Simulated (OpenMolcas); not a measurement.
**Exact exchange and the dipole moment of CH4AlNO**

CH4AlNO has 8 atoms, charge 0, and is taken as a singlet. SMILES: `C1[NH][AlH][O]1`. The coordinates come from a PBE0-D4/def2-TZVP relaxation.

The dipole moment y, in D, basis def2-SVPD; a is the functional's share of exact exchange. Programs: OpenMolcas 26.06.

```
functional     program     a  y (D)
      BLYP  OpenMolcas     0   1.92
      TPSS  OpenMolcas     0   1.90
     B3LYP  OpenMolcas   0.2   2.00
      PBE0  OpenMolcas  0.25      ?
     BHLYP  OpenMolcas   0.5   2.10
```

**Question.** Fit y = c + s·a to the known rows and predict PBE0.

**Answer.** 
1. Means of the 4 rows: a = 0.1750, y = 1.980.
2. Σ(Δa)² = 0.1675, Σ(Δa·Δy) = 0.064, so the slope is 0.064/0.1675 = 0.38209.
3. Intercept: 1.980 − (0.38209) × 0.1750 = 1.913. The largest residual of the fit is 0.013.
4. PBE0: 1.913 + (0.38209) × 0.25 = 2.01 D.

The run gave 2.00 D, so the prediction is off by +0.01 D, within the largest residual. More exact exchange makes the molecule more polar here.
